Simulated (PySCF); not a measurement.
$^{31}$P chemical shifts

PySCF 2.14.0 with density-fitted response routines calculation with NMR shieldings at PBE0/pcSseg-1/GIAO and geometry: GFN2-xTB; gas phase, single conformer, fast rotation and ring inversion assumed for equivalent nuclei, relativity neglected.

Shieldings were converted by a linear fit to measured shifts: $^{31}$P (scatter 18.1 ppm rms vs H3PO4, solution or neat liquid). Occasional misses reach two or three times the rms, and more in compound classes unlike the fitted ones.

(1) Give the $^{31}$P shifts of `CC(C)(C)CP1CC1`, `CCC(C)(C)P1CC1`.

(2) Match the shifts 245.7, -170.3, -220.1, -255.5 ppm to `CCC#C[Si@H](C)P`, `C/C=P/CC(C)(C)C`, `C=C[Si]1(P)CCC1`, `CCCP1[C@@H](C)[C@@H]1C`.

Results:

(1) 
```
      compound                                     environment  δ (ppm)
CC(C)(C)CP1CC1  phosphorus bonded to 3 C, in a 3-membered ring   -219.2
CCC(C)(C)P1CC1  phosphorus bonded to 3 C, in a 3-membered ring   -184.7
```

(2) 245.7: C/C=P/CC(C)(C)C (phosphorus bonded to 2 C); -170.3: CCCP1[C@@H](C)[C@@H]1C (phosphorus bonded to 3 C, in a 3-membered ring); -220.1: CCC#C[Si@H](C)P (phosphorus bonded to Si, 2 H); -255.5: C=C[Si]1(P)CCC1 (phosphorus bonded to Si, 2 H).
